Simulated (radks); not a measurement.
Results of a calculation; reference values are marked as such.
Effect of the nuclear size on neutral copper, [Ar] 3d10 4s1. Level of theory: Dirac Kohn-Sham, exchange-only LDA, spin-unpolarised, spherical densities, finite nucleus; Fermi nuclear charge, rms radius 3.8823 fm (a radial shooting solver on a logarithmic mesh with Libxc functionals). The rms radius is varied about that value; shifts are against it.

rms radius (fm)  total energy shift (eV)  density at nucleus (e/bohr^3)  1s1/2 shift (meV)  2s1/2 shift (meV)  2p1/2 shift (meV)  3s1/2 shift (meV)
3.3077                           -0.0535                      2.226e+04              -22.8              -2.15              0.182             -0.319
3.6183                           -0.0256                      2.216e+04              -10.9              -1.03              0.087             -0.153
3.8823                                 0                      2.208e+04              0.000              0.000              0.000              0.000
4.2239                            0.0356                      2.198e+04               15.2               1.43             -0.121              0.213
4.6432                            0.0832                      2.187e+04               35.4               3.35             -0.283              0.497

Slopes of the eigenvalues against <r^2> in GHz/fm^2, as finite differences over the two radii next to the reference (eigenvalue slopes, not the field-shift constants of lines): 1s1/2 1330, 2s1/2 125, 2p1/2 -10.6, 3s1/2 18.6.
